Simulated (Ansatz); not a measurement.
`B[SiH](Cl)O[SiH3]` → `BO[SiH3]` + `[SiH]Cl` at 600 K and 1 bar (silylene formation by 1,1-elimination).

Calculated with Ansatz (gas phase, PBE0-D4/def2-TZVP geometries, no zero-point term in ΔE). CCSD(T)/CBS is the MP2 limit (def2-TZVPP, def2-QZVPP) plus CCSD(T) − MP2 in def2-TZVPP, frozen cores. This one scheme is used for every species. Each species was taken in one conformer, which may not be the lowest.

| species | CCSD(T)/CBS energy (Eh) | H − E (kJ/mol) | S (J/(mol·K)) |
| --- | --- | --- | --- |
| `B[SiH](Cl)O[SiH3]` | -1141.61292 | 233.2 | 513.1 |
| `BO[SiH3]` | -392.11480 | 178.4 | 358.6 |
| `[SiH]Cl` | -749.43948 | 44.3 | 282.6 |

H − E and S are ideal-gas, rigid-rotor, harmonic terms from PBE0-D4/def2-TZVP, for one conformer and one mirror image of each species. 1 Eh = 2625.50 kJ/mol, R = 8.31446 J/(mol·K).

Question: By hand: ΔE, ΔH, ΔS and ΔG.

Answer: ΔE = (-392.11480) + (-749.43948) − (-1141.61292) = 0.05864 Eh = 154.0 kJ/mol. Δ(H − E) = 178.4 + 44.3 − 233.2 = -10.5, so ΔH = 143.5 kJ/mol. ΔS = 358.6 + 282.6 − 513.1 = 128.1 J/(mol·K). ΔG = 143.5 − 600 × (128.1)/1000 = 66.6 kJ/mol.

Question: By hand: the equilibrium constant, and the temperature at which ΔG would vanish if ΔH and ΔS stayed fixed.

Answer: log₁₀ K = −ΔG/(RT ln 10) = -5.8. ΔG = 0 at ΔH/ΔS = 1120 K.

The number of gas molecules changes by +1, which sets the sign of ΔS. A doubt of 5 kJ/mol in ΔE shifts log₁₀ K by 0.4 here. Other conformers and mirror images would add mixing entropy, several J/(mol·K) or more a flexible species. Modes under 60 cm⁻¹, often nearly free rotors, make the harmonic entropy too high. These are equilibria of isolated gas molecules and say nothing of rates. Largest T1 diagnostic: 0.013 (customary marks: 0.02 for closed shells, 0.045 for open ones).
